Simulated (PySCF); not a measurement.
## Cr²⁺: ionisation energy

Cr²⁺ [Ar] 3d4 (5D) → Cr³⁺ [Ar] 3d3 (4F), as a difference of total energies. Computed with PySCF 2.14 in aug-cc-pVDZ-DK, with the spin-free X2C one-electron Hamiltonian (Gaussian nucleus). Correlated levels: valence: [Ar] frozen. The calculations carry no spin-orbit coupling.

```tsv
method	ionisation energy (eV)	plus first-order spin-orbit estimate	error of that sum (eV)
UHF	29.920	29.893	-1.066
LDA	32.148	32.121	+1.162
PBE	31.763	31.736	+0.777
PBE0	31.565	31.539	+0.580
r2SCAN	31.306	31.279	+0.320
wB97M-V	31.263	31.237	+0.278
BHandHLYP	31.156	31.129	+0.170
BP86	31.726	31.700	+0.741
PW91	31.844	31.818	+0.859
MP2 (valence)	30.489	30.462	-0.497
SCS-MP2 (valence)	30.110	30.083	-0.876
```

Reference: 30.959 ± 0.025 eV (measured; NIST Atomic Spectra Database, ionization energies).

A first-order spin-orbit estimate (lowest level to lowest level, LS coupling) adds -0.027 eV.

Errors of the correlated levels include the incompleteness of this basis and the frozen core.
